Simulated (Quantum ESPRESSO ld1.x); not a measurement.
Problem. Species: Tc+. Configuration: [Kr] 4d5 5s1. Calculated with ld1.x of Quantum ESPRESSO 7.5: scalar-relativistic Kohn-Sham, exchange-only LDA, spin-polarised, spherical densities, point nucleus; open shells are filled with parallel spins first. Some entries of the table are withheld. Estimate them.

orbital  occ.  eigenvalue (Ry)  <1/r> (bohr^-1)  r(max) (bohr)
1s up       1         -1532.06            44.66        0.02231
1s down     1         -1532.06            44.66        0.02231
2s up       1         -218.976            10.07         0.1263
2s down     1         -218.930            10.07         0.1263
2p up       3         -196.157            9.788         0.1009
2p down     3         -196.120            9.789         0.1009
3s up       1         -38.4383            3.473         0.3728
3s down     1         -38.4027            3.474         0.3729
3p up       3         -30.9525            3.308         0.3659
3p down     3         -30.9137            3.309         0.3660
3d up       5         -18.8012            3.079         0.3109
3d down     5         -18.7499            3.081         0.3110
4s up       1         -5.93341            1.291         0.9499
4s down     1         -5.66781            1.304         0.9447
4p up       3         -3.88785            1.147          1.025
4p down     3         -3.59730            1.161          1.017
4d up       5         -1.06232           0.7974          1.281
5s up       1         -0.87193           0.4316          2.593
4d down     0         -0.72037           0.8107          1.257
5s down     0         -0.54887           0.3958          2.676
5p up       0              (1)              (2)          3.180
5p down     0              (3)              (4)          3.713
6s up       0         -0.22106           0.1733          6.714
6s down     0         -0.16421           0.1357          8.447
5d up       0         -0.16414           0.1865          5.724
5d down     0         -0.10928           0.1109          9.283
4f up       0         -0.06728          0.07730          13.41
4f down     0         -0.06259          0.06282          15.95

Solution. 
(1) 5p up eigenvalue (Ry): -0.52121
(2) 5p up <1/r> (bohr^-1): 0.3430
(3) 5p down eigenvalue (Ry): -0.27631
(4) 5p down <1/r> (bohr^-1): 0.2681
